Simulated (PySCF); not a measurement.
**Ho(III) with different ligands**

Computed with PySCF 2.14.0, PBE0, def2-SVP on the ligands, density fitting, scalar-relativistic core potentials, no spin-orbit coupling, vacuum. The metal has lcecp-1-SVP with ECP56. Each complex is relaxed within the symmetry of a template of the same shape. Distances are means of the shortest metal–ligand contacts, charges and spins Mulliken's. lcecp potentials hold a fixed number of 4f electrons in the core, out of states, spins and gaps.

| complex | point group | M–first ligand (Å) | charge on M (e) | dipole (D) | strongest infrared band, degenerate modes summed (cm⁻¹) | unstable modes (below −25 cm⁻¹) |
| --- | --- | --- | --- | --- | --- | --- |
| HoO(OH) | Cs | 1.826 | 0.79 | 6.17 | 823 | 0 |
| HoSF | Cs | 2.319 | 0.80 | 8.07 | 579 | 0 |
| HoOF | Cs | 1.818 | 0.90 | 7.58 | 836 | 0 |

Q: A further member has point group Cs, M–first ligand (Å) 1.806, charge on M (e) 0.81, dipole (D) 7.44, strongest infrared band, degenerate modes summed (cm⁻¹) 854, unstable modes (below −25 cm⁻¹) 0. Which complex is it?

A: HoOCl. This is one of several that fit.

One start shape was tried for each, so a minimum needn't be the lowest isomer.
